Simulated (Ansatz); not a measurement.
Isomers of Te₄Se⁻ (doublet), relaxed with PBE-D4/def2-SVPD; total energies from Ansatz at RPA@PBE/def2-TZVPD.

```csv
isomer,description,energy (Eh)
A,point group Cs; 4 × Te–Te 2.72 to 3.13 Å; 2 × Se–Te 2.50 to 2.95 Å,-3470.65607
B,point group not assigned; 3 × Te–Te 2.69 to 2.82 Å; 1 × Se–Te 2.49 Å,-3470.66239
C,point group not assigned; 2 × Se–Te 2.52 to 2.81 Å; 2 × Te–Te 2.66 to 2.72 Å,-3470.66124
D,point group not assigned; 2 × Se–Te 2.63 to 2.64 Å; 2 × Te–Te 2.69 Å,-3470.65748
E,point group not assigned; 3 × Te–Te 2.69 to 2.81 Å; 1 × Se–Te 2.47 Å,-3470.66047
```

In the def2 sets Te takes a core potential; there is no spin–orbit coupling. Correlated methods freeze 25 core orbitals; core or outer-core shells of Se, Te are correlated, in sets that lack core-valence functions.

The isomers come from a short search, and lower ones may exist.

Problem. Work out the relative energies (1 Eh = 2625.5 kJ/mol) and the Boltzmann populations at 298 K from electronic energies alone (R = 8.314 J/mol/K).

Solution. ΔE: A 16.6, B 0.0, C 3.0, D 12.9, E 5.0 kJ/mol. RT = 2.48 kJ/mol. Factors exp(−ΔE/RT): A 0.00124, B 1, C 0.298, D 0.00551, E 0.133; sum 1.438. Populations: A 0.1 %, B 69.6 %, C 20.7 %, D 0.4 %, E 9.3 %. Zero-point energy, vibrational entropy and symmetry numbers are left out and can shift these; an error of 4 kJ/mol changes a ratio by a factor of 5.0. Over the other density-functional and correlated levels in def2 sets, the gap between B and C ranges from -1 to 7 kJ/mol.
